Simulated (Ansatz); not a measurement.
Question: Name a neutral molecule of Cl, Si, Sn and H with HOMO–LUMO gap (PBE0/def2-TZVPP) between 6.40 and 6.70 eV and LUMO energy (PBE0/def2-TZVPP) between -2.25 and -1.95 eV (Ansatz, PBE0-D4/def2-TZVP geometry).

Answer: `[SiH3][Sn]([Cl])([Cl])[Cl]` (6.49 eV, -2.19 eV). Other molecules can fit too; these were computed, each in one conformer that needn't be the lowest.
